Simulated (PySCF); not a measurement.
**Radial density of Cl⁺ (chlorine, charge +1)**

UHF, [Ne] 3s2 3p4, high-spin 3P determinant. All numbers are calculated (PySCF 2.14, no relativity, point nucleus, in def2-SVP).

```csv
r (bohr),4πr²ρ (e/bohr),4πr²(ρα − ρβ)
0.00157,0.08922,0.0000
0.00263,0.2489,0.0000
0.00443,0.6786,0.0001
0.00745,1.753,0.0002
0.0125,4.137,0.0004
0.0211,8.810,0.0013
0.0355,15.33,0.0050
0.0597,19.67,0.0216
0.100,16.26,0.0826
0.169,13.44,0.2211
0.284,19.08,0.2690
0.477,13.46,0.0202
0.803,3.765,0.4385
1.35,4.335,1.4013
2.27,1.618,0.5548
3.82,0.1226,0.0505
6.43,1.516e-05,0.0000
```
